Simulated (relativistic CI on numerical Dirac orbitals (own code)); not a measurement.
Hyperfine structure of Sm³⁸⁺, mass number 147

Method of calculation: Dirac-Coulomb-Breit CI, KLI orbitals optimised for each configuration, a model potential for QED, unscaled Slater integrals (own radial code, finite nucleus).

CI space (outside the closed core [Ne]): 3s2.3p6.3d6, 3s2.3p5.3d7, 3s2.3p4.3d8, 3s.3p6.3d7, 3p6.3d8, 3s.3p5.3d8, 3s2.3p6.3d5.4s, 3s2.3p6.3d5.4p, 3s2.3p4.3d7.4s, 3s2.3p6.3d5.4d, 3s2.3p5.3d6.4s, 3s2.3p6.3d5.4f, 3s2.3p6.3d4.4s2, 3s.3p6.3d6.4s, 3p6.3d7.4s, 3p6.3d7.4p. Levels of other configurations are missing.

Nuclear spin I = 7/2, μ = -0.809 μN, Q = -0.26 b (tables of Stone and Pyykkö). The electronic factors are computed for point nuclear moments, without core polarisation or the Bohr-Weisskopf and QED corrections.

```
           Level  E (cm⁻¹)  A (MHz)  B (MHz)
3s2.3p6.3d6 5D_3    190302    -3061    -1170
3s2.3p6.3d6 5D_1    218523    -4375     3520
3s2.3p6.3d6 3G_5    266388    -5987    -4080
3s2.3p6.3d6 3H_6    267586    -6581     8050
3s2.3p6.3d6 3F_2    302679    -7925     6790
```

Levels with J = 0, under 50 % of one LS term, or S terms without an open s electron are left out. Small factors come from cancelling terms and can be off by tens of per cent or more.

At this charge energies of transitions that change n are usually good to better than 1 %, and those within a shell (Δn = 0) to a few per cent. Terms inside the open d or f shell come out 10 to 20 % too wide with unscaled integrals.

Task: Give the hyperfine levels of 3s2.3p6.3d6 5D_3 relative to its centre of gravity.

Result: With K = F(F + 1) − I(I + 1) − J(J + 1), E = AK/2 + B[¾K(K + 1) − I(I + 1)J(J + 1)]/[2I(2I − 1)J(2J − 1)]: F = 1/2: 40700, F = 3/2: 36320, F = 5/2: 28960, F = 7/2: 18540, F = 9/2: 4936, F = 11/2: -11990, F = 13/2: -32440 MHz.

LS names give the leading component of a level, which can be under half, so a name can repeat, a term be missing and a line seem to break the LS rules.
